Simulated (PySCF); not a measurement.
**Electron correlation in Rh⁺ (rhodium, charge +1)**

[Kr] 4d8, high-spin 3F determinant. All numbers are calculated (PySCF 2.14, scalar relativity through the core potential, in def2-QZVPPD with the def2 core potential (28 electrons) (7s5p4d4f2g, 88 functions)). Frozen: nothing; 16 electrons correlated.

| level | correlation energy (mhartree) |
| --- | --- |
| CCSD | -549.75 |
| (T) | -16.54 |
| CCSD(T) | -566.29 |

Diagnostics: T1 = 0.0057, D1 = 0.0110, largest double amplitude 0.016.

Cost of the coupled-cluster step: about 60 core-seconds, for 16 correlated electrons.

Iterations:

```
CC2 = 0
CCSD nocc = (np.int64(9), np.int64(7)), nmo = (88, 88)
frozen orbitals [[], []]
max_cycle = 100
direct = 0
conv_tol = 1e-08
conv_tol_normt = 1e-06
diis_space = 8
diis_start_cycle = 0
Init t2, MP2 energy = -0.552076687001466
Init E_corr(UCCSD) = -0.552076687002358
cycle = 1  E_corr(UCCSD) = -0.540968470113593  dE = 0.0111082169  norm(t1,t2) = 0.0502113
cycle = 2  E_corr(UCCSD) = -0.549494047379566  dE = -0.00852557727  norm(t1,t2) = 0.0138122
cycle = 3  E_corr(UCCSD) = -0.549321500868587  dE = 0.000172546511  norm(t1,t2) = 0.00638805
cycle = 4  E_corr(UCCSD) = -0.549749178977953  dE = -0.000427678109  norm(t1,t2) = 0.00253076
cycle = 5  E_corr(UCCSD) = -0.549805281014265  dE = -5.61020363e-05  norm(t1,t2) = 0.000852713
cycle = 6  E_corr(UCCSD) = -0.549742878572865  dE = 6.24024414e-05  norm(t1,t2) = 0.000317655
cycle = 7  E_corr(UCCSD) = -0.549750362627123  dE = -7.48405426e-06  norm(t1,t2) = 0.000108591
cycle = 8  E_corr(UCCSD) = -0.549756444925243  dE = -6.08229812e-06  norm(t1,t2) = 3.05732e-05
cycle = 9  E_corr(UCCSD) = -0.549755070337411  dE = 1.37458783e-06  norm(t1,t2) = 9.70591e-06
cycle = 10  E_corr(UCCSD) = -0.549754715488159  dE = 3.54849252e-07  norm(t1,t2) = 3.24193e-06
cycle = 11  E_corr(UCCSD) = -0.549754916565558  dE = -2.01077399e-07  norm(t1,t2) = 1.09762e-06
cycle = 12  E_corr(UCCSD) = -0.549754898333695  dE = 1.82318627e-08  norm(t1,t2) = 3.10398e-07
cycle = 13  E_corr(UCCSD) = -0.549754905702029  dE = -7.3683345e-09  norm(t1,t2) = 8.24485e-08
UCCSD converged
E(UCCSD) = -110.0644330471743  E_corr = -0.5497549057020295
UCCSD(T) correction = -0.0165358847563015
```

The basis has no tight functions for the innermost shells, so their pair energies are far from complete.

This basis was not built for core-valence correlation, so the inner-shell part is incomplete.
